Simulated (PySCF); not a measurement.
## How methods differ on the excitation energy of Ga²⁺

Ga²⁺ [Ar] 3d10 4s1 (2S) → Ga²⁺ [Ar] 3d9 4s1 4p1 (high-spin determinant), as a difference of total energies. Calculation: PySCF 2.14, in x2c-TZVPPall with one added diffuse shell each of s, p, d type (7s6p5d1f, 57 functions); scalar relativity by spin-free X2C-1e. Correlated levels: valence and next inner shell: [Ne] frozen. The calculations carry no spin-orbit coupling.

```tsv
method	excitation energy (eV)
UHF	21.384
MP2 (valence and next inner shell)	23.389
SCS-MP2 (valence and next inner shell)	23.207
CCSD (valence and next inner shell)	22.822
CCSD(T) (valence and next inner shell)	22.851
```

How much does correlation contribute at CCSD(T) (valence and next inner shell)?

22.851 − (21.384) = 1.467 eV, measured against UHF.

A first-order spin-orbit estimate (lowest level to lowest level, LS coupling) adds -0.092 eV.

The determinant of the upper state mixes LS terms, which raises its energy above the lowest term, most at the Hartree-Fock and MP2 levels.
